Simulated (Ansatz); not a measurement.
```yaml
crystal:
  periodic: [false, false, false]
  atoms:
    - {symbol: Y, position_ang: [1.433582, -0.819544, 0.597420]}
    - {symbol: Y, position_ang: [-1.433137, 0.819545, -0.598477]}
    - {symbol: F, position_ang: [0.597657, 1.147901, 0.140731]}
    - {symbol: F, position_ang: [-0.595584, -1.148174, -0.146073]}
    - {symbol: F, position_ang: [2.874317, -1.415326, -0.632580]}
    - {symbol: F, position_ang: [-1.681449, 1.190691, -2.533449]}
    - {symbol: F, position_ang: [1.674722, -1.185507, 2.534227]}
    - {symbol: F, position_ang: [-2.870097, 1.410415, 0.638211]}
basis:
  gaussian: {orbitals: def2-SVP}
hamiltonian: {xc: {name: PBE0}, dispersion: d3bj}
scf: {lower_state_search: light}
```

```sh
$ ansatz run in.yaml --threads 4 --pin off --events-out ev --progress --plain --max-ram 4787MiB
```

It prints (some lines left out):

```
Functional definition: PBE0
1576 factors; their error is unknown
mean field evaluation 1: about -18363.0357 eV, gradient 8.5e1 eV
mean field evaluation 2: about -18320.7713 eV, gradient 1.8e2 eV
mean field evaluation 4: about -18374.6825 eV, gradient 9.0e0 eV
mean field evaluation 8: about -18374.8070 eV, gradient 3.5e-2 eV
mean field -18374.98846908 eV, -675.2683712240 hartree, gradient 1.6e-5 eV, S^2 0.000000; 0 other end points of the search recorded, 0 dependent functions left out
reference -18374.98853391 eV, -675.2683736067 hartree; 38, 38 occupied and 108, 108 virtual orbitals, 1576 factors
Total energy: -18375.12974696 eV, -675.2735630906 hartree
```

It took 2.1 s on 4 threads of Arm Neoverse V2 on a shared host.

In the def2 sets Y takes a core potential; there is no spin–orbit coupling.
